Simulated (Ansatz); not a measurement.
Bond stretch in HCl (cation, charge +1), doublet.

Methods: UMP2 = MP2 on UHF/aug-cc-pVDZ, frozen core (Ansatz, a quantum-chemistry and plane-wave program); UKS-B3LYP = unrestricted B3LYP/aug-cc-pVDZ (Ansatz); ROHF/aug-cc-pVDZ (Ansatz); FCI = full CI/aug-cc-pVDZ, frozen core in Ansatz.

Energies relative to the lowest point of each curve between 1.11 and 1.67 Å, where full CI is lowest, in eV:

| R / Å | UMP2 | UKS-B3LYP | ROHF |
|---|---|---|---|
| 0.95 | 4.144 | 4.184 | 4.029 |
| 1.11 | 0.960 | 1.011 | 0.894 |
| 1.20 | 0.272 | 0.310 | 0.233 |
| 1.30 | 0.008 | 0.021 | 0.000 |
| 1.34 | 0.000 | 0.000 | 0.004 |
| 1.43 | 0.114 | 0.083 | 0.148 |
| 1.49 | 0.260 | 0.208 | 0.314 |
| 1.80 | 1.391 | 1.200 | 1.513 |
| 2.14 | 2.778 | 2.245 | 2.763 |
| 2.34 | 3.289 | 2.670 | 3.334 |
| 2.93 | 4.058 | 3.300 | 4.401 |
| 3.89 | 4.333 | 3.529 | 5.029 |

Task: Predict the corresponding FCI column.

Result: 0.95: 4.186; 1.11: 0.988; 1.20: 0.290; 1.30: 0.014; 1.34: 0.000; 1.43: 0.101; 1.49: 0.238; 1.80: 1.276; 2.14: 2.376; 2.34: 2.889; 2.93: 3.879; 3.89: 4.390 (eV).

The unrestricted determinant behind UMP2 is spin-contaminated at 1.93 to 4.54 Å (<S²> up to 1.8, against 0.75 for a pure doublet). The unrestricted determinant behind UKS-B3LYP is spin-contaminated at 2.34 to 4.54 Å (<S²> up to 1.3, against 0.75 for a pure doublet).
